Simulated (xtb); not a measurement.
ClH2Si, SMILES [SiH2]Cl (connectivity only; charge and spin as stated), charge +1, multiplicity 1. All values are semi-empirical tight-binding results from xtb (GFN2-xTB unless named), good for trends rather than for accurate numbers. Geometry optimised at GFN2-xTB. The spin state was assumed, not searched. The isomer is the one that the SMILES or the coordinates give; other isomers of the formula were not compared.

Optimised geometry:

Bond lengths (Å): Si1–Cl2 1.924, Si1–H3 1.457, Si1–H4 1.457. Bond angles (°): Cl2–Si1–H3 123.2, Cl2–Si1–H4 123.2, H3–Si1–H4 113.6.
Charge +1, spin multiplicity 1.

Computed properties:
```yaml
point_group_as_xtb_finds_it: C2v
orbital_gap: 3.99 eV
zero_point_energy: 10.3 kcal/mol
G − E(el) at 298.15 K (modified RRHO): -4.8 kcal/mol
static polarisability (D4 model): 47.6 bohr³
solvation energy, GFN2-xTB/ALPB(water): -54.6 kcal/mol
solvation energy, GFN2-xTB/ALPB(ether): -43.3 kcal/mol
```

Computed atomic charges and the Wiberg bond orders between heavy atoms:
charges (e) Si1 0.56, Cl2 0.21, H3 0.12, H4 0.12. Bond orders Si1–Cl2 1.75.
